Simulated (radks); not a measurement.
Results of a calculation; reference values are marked as such.
Ionisation of the zinc ion Zn+, [Ar] 3d10 4s1, to [Ar] 3d10 as the strength of local exchange is varied. Level of theory: scalar-relativistic Kohn-Sham, Slater X-alpha exchange (alpha = 2/3 is LDA exchange), no correlation, spin-polarised, spherical densities, finite nucleus; open shells are filled with parallel spins first; Fermi nuclear charge, rms radius 3.9283 fm (a radial shooting solver on a logarithmic mesh with Libxc functionals).

alpha  E(Zn+) (hartree)  exchange (hartree)  IE (eV)  -e of the level emptied (eV)  <r> of it (bohr)
0.667       -1790.37035           -65.92489   18.082                   13.934 (4s)             2.407
0.721       -1795.72042           -71.48930   18.558                   14.434 (4s)             2.381
0.775       -1801.08751           -77.08736   19.038                   14.942 (4s)             2.355
0.993       -1822.92708          -100.02717   21.030                   17.073 (4s)             2.256
1.047       -1828.37945          -105.79335   21.536                   17.620 (4s)             2.233

NIST Atomic Spectra Database: 17.964 eV (measured). The central value is not met in this range of alpha.
